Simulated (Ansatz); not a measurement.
ClFH4O2Si2 (`O[Si@H](Cl)[Si@@H](O)F`): the same geometry under several functionals.

```yaml
crystal:
  periodic: [false, false, false]
  atoms:
    - {symbol: O, position_ang: [-0.529422, 0.315363, -1.989263]}
    - {symbol: Si, position_ang: [-0.482937, -0.845666, -0.839560]}
    - {symbol: F, position_ang: [0.402431, -2.092897, -1.308585]}
    - {symbol: Si, position_ang: [0.542880, 0.061082, 1.075040]}
    - {symbol: O, position_ang: [-0.467689, 0.955365, 2.003561]}
    - {symbol: Cl, position_ang: [2.026429, 1.257965, 0.246349]}
    - {symbol: H, position_ang: [0.257193, 0.858036, -2.089613]}
    - {symbol: H, position_ang: [-1.875763, -1.320379, -0.684326]}
    - {symbol: H, position_ang: [1.201450, -0.881164, 2.003686]}
    - {symbol: H, position_ang: [-0.991572, 1.641096, 1.585611]}
basis:
  gaussian: {orbitals: def2-TZVPP}
hamiltonian: {xc: {name: LC-wPBE}}
output: {orbitals: {seedname: orbitals}}
```

```sh
$ ansatz run in.yaml --threads 4 --pin off --events-out ev --progress --plain --max-ram 10444MiB
```

It prints (some lines left out):

```
Functional definition: LC-wPBE
1564 factors; their error is unknown
455 factors; integrals over basis functions are off by at most 2.2e-5 eV
mean field evaluation 1: about -35143.5967 eV, gradient 7.3e1 eV
mean field evaluation 2: about -35141.4301 eV, gradient 8.4e1 eV
mean field evaluation 4: about -35151.8444 eV, gradient 1.8e0 eV
mean field evaluation 8: about -35151.8522 eV, gradient 3.4e-2 eV
mean field evaluation 16: about -35151.8107 eV, gradient 7.7e-5 eV
mean field -35151.81067656 eV, -1291.8052156106 hartree, gradient 7.7e-5 eV, S^2 0.000000; 0 other end points of the search recorded, 0 dependent functions left out
reference -35151.81067657 eV, -1291.8052156109 hartree; 37, 37 occupied and 238, 238 virtual orbitals, 1564 factors
Total energy: -35151.81067657 eV, -1291.8052156109 hartree
```

Hardware: 4 threads of an Arm Neoverse V1 on a shared host. Wall time 4.1 s, peak host memory 0.61 GiB.

With the line `hamiltonian: {xc: {name: B2PLYP}}` (abridged; 9 s):

```
Functional definition: B2PLYP
mean field evaluation 16: about -35139.8445 eV, gradient 7.1e-5 eV
mean field -35139.84450554 eV, -1291.3654669366 hartree, gradient 9.4e-6 eV, S^2 0.000000
18 core orbitals not correlated: weight in the atoms' cores, before any rotation towards them, 1.000 or more for the frozen orbitals, at most 0.000 for the correlated occupied ones
second order -37.69454521 eV of doubles, -0.00000000 eV of singles
Total energy: -35150.02221261 eV, -1291.7394907727 hartree
```

The same input with `hamiltonian: {xc: {name: PBE-QIDH}}` (abridged; 9 s):

```
Functional definition: PBE-QIDH
mean field evaluation 16: about -35127.0144 eV, gradient 1.4e-4 eV
mean field -35127.01444226 eV, -1290.8939708075 hartree, gradient 3.9e-6 eV, S^2 0.000000
18 core orbitals not correlated: weight in the atoms' cores, before any rotation towards them, 1.000 or more for the frozen orbitals, at most 0.000 for the correlated occupied ones
second order -35.08706508 eV of doubles, -0.00000000 eV of singles
Total energy: -35138.71014374 eV, -1291.3237799093 hartree
```

With the line `hamiltonian: {xc: lda}` (abridged; 2 s):

```
Functional definition: SPW92
mean field evaluation 16: about -35013.7730 eV, gradient 3.4e-4 eV
mean field -35013.77304605 eV, -1286.7324262546 hartree, gradient 2.2e-5 eV, S^2 0.000000
Total energy: -35013.77308703 eV, -1286.7324277606 hartree
```

With the line `hamiltonian: {xc: {name: BLYP}, dispersion: d4}` (abridged; 3.2 s):

```
Functional definition: BLYP
mean field evaluation 16: about -35162.8041 eV, gradient 4.7e-4 eV
mean field -35162.80406396 eV, -1292.2092151459 hartree, gradient 3.4e-5 eV, S^2 0.000000
Total energy: -35163.40541284 eV, -1292.2313143096 hartree
```

Changing it to `hamiltonian: {xc: {name: B3LYP}, dispersion: d4}` and forces (abridged; 8.5 s):

```
Functional definition: B3LYP
mean field evaluation 16: about -35165.5138 eV, gradient 2.2e-4 eV
mean field -35165.51378751 eV, -1292.3087956496 hartree, gradient 3.1e-5 eV, S^2 0.000000
Total energy: -35165.96956590 eV, -1292.3255451967 hartree
Atom 0 force     0.026013     0.098562    -0.079325 eV/Å
Atom 1 force    -0.248072    -0.026942     0.163137 eV/Å
Atom 2 force     0.119926    -0.169897    -0.062377 eV/Å
Atom 3 force     0.039930    -0.276897     0.086122 eV/Å
Atom 4 force    -0.094982     0.076373     0.051714 eV/Å
Atom 5 force     0.173945     0.137191    -0.084162 eV/Å
Atom 6 force    -0.003544     0.047024    -0.052258 eV/Å
Atom 7 force     0.073480     0.024684    -0.008278 eV/Å
Atom 8 force    -0.046324     0.050588    -0.050756 eV/Å
Atom 9 force    -0.040372     0.039314     0.036184 eV/Å
Dipole moment:    -0.189141     0.257778     0.063031 e Å
```

B3LYP takes the VWN-RPA correlation (the form of Gaussian; ORCA's B3LYP/G).
